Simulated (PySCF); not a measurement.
# Dipole response of H⁻ (hydrogen, charge -1)

1s2, closed-shell 1S. Calculation: PySCF 2.14, in aug-cc-pVTZ with one added diffuse shell each of s, p, d type (5s4p3d, 32 functions); no relativity, point nucleus. Coupled (time-dependent) response in atomic units; α is the mean over directions.

```tsv
method	mean α (bohr³)	C₆ (like pair)	S(−4)
UHF	79.99	601.5	5631
```

S(−4) is the Cauchy moment in α(ω) = α(0) + S(−4) ω² + …

α(iu) at UHF:

| u (hartree) | α(iu) (bohr³) |
| --- | --- |
| 0 | 79.99 |
| 0.0500 | 68.14 |
| 0.100 | 47.81 |
| 0.200 | 23.18 |
| 0.300 | 13.23 |
| 0.500 | 5.938 |
| 0.750 | 2.960 |
| 1.00 | 1.765 |
| 1.50 | 0.8313 |
| 2.00 | 0.4807 |
| 3.00 | 0.2189 |
| 5.00 | 0.07998 |

A single London oscillator, α(iu) = α/(1 + u²/ω²), gives C₆ = (3/4) ω α². Matching the computed C₆ needs ω = 4 × 601.5 / (3 × 79.99²) = 0.125 hartree.

For an ion, C₆ is the dispersion term alone; charge-induced terms of lower order in 1/R come first.
